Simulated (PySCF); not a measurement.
SMILES [SiH3][Bi]([SiH3])[Br], singlet (PBE0/def2-SVP optimised geometry):

```
10

Bi     1.601     1.017     0.000
Br     1.620     1.888    -2.503
Si     1.573    -1.519    -0.865
H      0.503    -1.710    -1.887
H      1.328    -2.433     0.296
H      2.909    -1.833    -1.456
Si    -1.079     1.017     0.000
H     -1.571     0.340     1.242
H     -1.601     0.301    -1.201
H     -1.553     2.433     0.000
```

Calculation: PBE0/def2-TZVP, def2 effective core potentials past Kr run with PySCF 2.14.0.

Problem. What are the frontier orbital energies and the dipole moment?

Solution. HOMO-2 -8.46 eV, HOMO-1 -7.38 eV, HOMO -7.14 eV, LUMO -2.27 eV, LUMO+1 -0.92 eV; dipole moment 3.01 D.
